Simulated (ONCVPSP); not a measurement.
**Transferability test, ONCV potential for carbon**

| Quantity | Value |
| --- | --- |
| Element | carbon (C) |
| Generator | ONCVPSP 4.0.1 |
| Type | optimised norm-conserving Vanderbilt (ONCV) |
| Functional | PBE |
| Relativity | scalar-relativistic |
| Frozen core | [He] |
| Valence charge | 4 |
| Reference configuration | 2s1.5 2p2.5 |
| Partial waves | 2s: rc 1.25 bohr, ncon 5, nbas 9, qcut 6.6 1/bohr, 1 projector; 2p: rc 2.00 bohr, ncon 4, nbas 8, qcut 7.9 1/bohr, 2 projectors, debl 3.5 Ha; d scattering state at 0.13 Ha: rc 2.00 bohr, ncon 3, nbas 8, qcut 4.5 1/bohr, 3 projectors, debl 1.5 Ha |
| Local potential | polynomial inside 1.20 bohr (lpopt 5, dvloc0 0 Ha) |
| Core correction | Teter function fitted to the true core (icmod 2), fcfact 0.45 |

Energies are relative to the spin-unpolarised reference configuration 2s1.5 2p2.5; without spin polarisation the order of configurations can differ from experiment.

Question: Give the all-electron excitation energy and the error of the potential for: 2s2 2p2; 2s2 2p1; 2s2 2p0; 2s1 2p2.

Answer:

```csv
valence configuration,charge,ΔE all-electron (eV),error AE − PS (meV)
2s2 2p2,0,-4.236,+0.2
2s2 2p1,+1,6.625,+41
2s2 2p0,+2,30.781,+288
2s1 2p2,+1,15.379,-0.3
```

Levels in the configuration 2s2 2p0:

| level | all-electron (eV) | pseudo (eV) |
| --- | --- | --- |
| 2s | -40.379 | -40.121 |
